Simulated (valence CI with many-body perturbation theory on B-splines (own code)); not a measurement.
## Valence orbitals of Ta²³⁺

Method: relativistic CI+MBPT: four valence electrons over a frozen Dirac-Fock core [Kr] 4d10, a basis of 7 s, 7 p, 7 d, 7 f, 4 g, 2 h functions for each j, with the one-electron correlation potential Σ1, the two-electron term Σ2, the three-electron term Σ3, Breit, model QED; selected CI, second order for the rest, scaled by the run's own slope (own B-spline code, finite nucleus).

No measured levels were compared; by estimate terms of the open shell hold to a few per cent of their energy, and close levels can change places.

These are the spectroscopic orbitals of the CI (the correlating ones are not listed), shaped by the core and the other valence electrons. h is the expectation value of the core's Dirac-Fock operator, without the valence repulsion; Σ1 is computed up to l = 3 at one energy for each symmetry, that of its lowest orbital but kept below the first core excitation, so for empty shells it is not the orbital's own correlation shift; Breit and QED include the response of the core.

| Orbital | h (hartree) | Σ1 (cm⁻¹) | Breit (cm⁻¹) | QED (cm⁻¹) | ⟨r⟩ (bohr) |
| --- | --- | --- | --- | --- | --- |
| 5s1/2 | -25.491 | -21075 | 2854 | 2389 | 0.8476 |
| 6s1/2 | -15.736 | -6503 | 1312 | 1096 | 1.381 |
| 7s1/2 | -10.735 | -3128 | 733 | 620 | 2.027 |
| 5p1/2 | -23.909 | -18679 | 4257 | 34.4 | 0.8785 |
| 6p1/2 | -14.956 | -6375 | 2124 | 17.8 | 1.420 |
| 7p1/2 | -10.282 | -3119 | 1198 | 10.4 | 2.087 |
| 5p3/2 | -22.97 | -16041 | 2390 | 233 | 0.9176 |
| 6p3/2 | -14.497 | -5812 | 1219 | 119 | 1.467 |
| 7p3/2 | -10.02 | -2907 | 761 | 68.6 | 2.143 |
| 5d3/2 | -20.44 | -13454 | 1470 | -139 | 0.9687 |
| 6d3/2 | -13.199 | -5443 | 799 | -73.2 | 1.550 |
| 7d3/2 | -9.2636 | -2860 | 475 | -43.0 | 2.260 |
| 5d5/2 | -20.249 | -12886 | 864 | -57.0 | 0.9793 |
| 6d5/2 | -13.102 | -5261 | 469 | -29.8 | 1.562 |
| 7d5/2 | -9.2068 | -2774 | 283 | -17.4 | 2.274 |
| 4f5/2 | -30.069 | -29822 | 120 | -439 | 0.4724 |
| 5f5/2 | -17.283 | -11271 | 194 | -113 | 1.038 |
| 4f7/2 | -29.944 | -29201 | -1071 | -340 | 0.4758 |
| 5f7/2 | -17.239 | -11153 | -152 | -83.2 | 1.042 |
| 5g7/2 | -14.908 |  | -93.0 | -21.1 | 1.070 |
| 5g9/2 | -14.904 |  | -166 | -14.7 | 1.070 |

Among the shells of the start configuration 4f4, Σ1 is largest in size for 4f5/2, where it is 0.45 % of h.

Lowest root of each symmetry, sizes in configuration state functions:

```csv
J,Parity,Roots,Reference,Variational,Second order,Change by selected CI (cm⁻¹),Change by second order (cm⁻¹)
0,even,7,41,8682,68002,-7594,-4
1,even,10,90,21813,156013,-6156,-3
2,even,21,147,30357,234427,-6776,-4
3,even,17,153,28777,312714,-6330,-8
4,even,23,168,28642,284363,-5084,-8
5,even,18,142,27535,384725,-4892,-7
6,even,16,119,27219,249722,-4864,-4
7,even,10,78,24548,158834,-4951,-2
8,even,9,53,18255,133577,-5096,-2
9,even,3,26,11602,94978,-5525,-3
10,even,3,14,8067,67318,-5593,-2
0,odd,2,22,6504,68470,-9419,-8
1,odd,8,61,21245,191750,-8325,-7
2,odd,13,87,30997,264510,-8550,-8
3,odd,14,99,31995,365968,-8231,-14
4,odd,14,98,31973,393792,-7571,-15
5,odd,12,86,31992,365982,-7967,-11
6,odd,8,66,27641,308233,-7752,-8
7,odd,6,44,21816,204130,-7706,-7
8,odd,4,25,15364,158276,-7736,-7
9,odd,1,12,7716,79781,-8160,-11
```
